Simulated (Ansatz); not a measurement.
`CN(C)c1ccc(/C=C/c2ccc(/C=C/c3ccc(/C=C/C#N)s3)s2)s1`. The state is a singlet with charge 0. Geometry PBE-D4/def2-SVP; atoms count from 1.

```xyz
44

C     4.014    6.877    4.221
N     3.596    5.520    3.928
C     4.508    4.425    4.195
C     2.559    5.339    3.051
C     1.698    6.303    2.506
C     0.717    5.735    1.660
C     0.803    4.348    1.513
C    -0.023    3.495    0.720
C     0.092    2.131    0.581
C    -0.750    1.306   -0.237
C    -1.849    1.639   -1.048
C    -2.415    0.533   -1.708
C    -1.777   -0.688   -1.433
C    -2.114   -1.977   -1.951
C    -1.470   -3.160   -1.675
C    -1.823   -4.446   -2.206
C    -2.857   -4.819   -3.088
C    -2.881   -6.193   -3.379
C    -1.871   -6.927   -2.735
C    -1.567   -8.330   -2.776
C    -2.247   -9.280   -3.496
C    -1.887  -10.652   -3.486
N    -1.602  -11.795   -3.489
S    -0.892   -5.854   -1.756
S    -0.445   -0.419   -0.320
S     2.159    3.729    2.465
H     4.749    6.863    5.048
H     4.479    7.383    3.342
H     3.148    7.489    4.548
H     5.129    4.667    5.078
H     3.937    3.501    4.428
H     5.184    4.201    3.336
H     1.779    7.376    2.713
H    -0.054    6.324    1.143
H    -0.822    4.024    0.172
H     0.895    1.614    1.134
H    -2.223    2.667   -1.149
H    -3.280    0.596   -2.384
H    -2.979   -1.983   -2.637
H    -0.605   -3.135   -0.989
H    -3.572   -4.096   -3.503
H    -3.618   -6.660   -4.048
H    -0.708   -8.667   -2.171
H    -3.115   -9.006   -4.119
```

Single mean-field runs in def2-TZVP are fitted with def2-universal-jkfit.

Q: Estimate the Mulliken populations of the heavy atoms from the PBE0/def2-TZVP orbitals of Ansatz.

A: 
```
atom  charge (e)
  C1       -0.32
  N2       -0.04
  C3       -0.32
  C4        0.12
  C5       -0.25
  C6       -0.22
  C7        0.18
  C8       -0.22
  C9       -0.24
 C10        0.19
 C11       -0.19
 C12       -0.21
 C13        0.19
 C14       -0.24
 C15       -0.21
 C16        0.18
 C17       -0.21
 C18       -0.17
 C19        0.16
 C20       -0.25
 C21        0.00
 C22       -0.22
 N23       -0.05
 S24        0.04
 S25        0.00
 S26       -0.05
```
Mulliken values depend strongly on the basis.

Q: And the Mayer bond orders between heavy atoms (over 0.3)?

A: C1–N2 0.96 (1.45 Å); N2–C3 0.97 (1.45 Å); N2–C4 1.22 (1.37 Å); C4–C5 1.45 (1.40 Å); C4–S26 1.19 (1.76 Å); C5–C6 1.33 (1.41 Å); C6–C7 1.44 (1.40 Å); C7–C8 1.16 (1.43 Å); C7–S26 1.16 (1.77 Å); C8–C9 1.65 (1.38 Å); C9–C10 1.12 (1.43 Å); C10–C11 1.40 (1.41 Å); C10–S25 1.22 (1.75 Å); C11–C12 1.35 (1.41 Å); C12–C13 1.39 (1.41 Å); C13–C14 1.15 (1.43 Å); C13–S25 1.22 (1.76 Å); C14–C15 1.65 (1.38 Å); C15–C16 1.11 (1.44 Å); C16–C17 1.41 (1.41 Å); C16–S24 1.25 (1.75 Å); C17–C18 1.38 (1.40 Å); C18–C19 1.42 (1.40 Å); C19–C20 1.08 (1.44 Å); C19–S24 1.21 (1.75 Å); C20–C21 1.68 (1.37 Å); C21–C22 1.06 (1.42 Å); C22–N23 3.01 (1.18 Å).
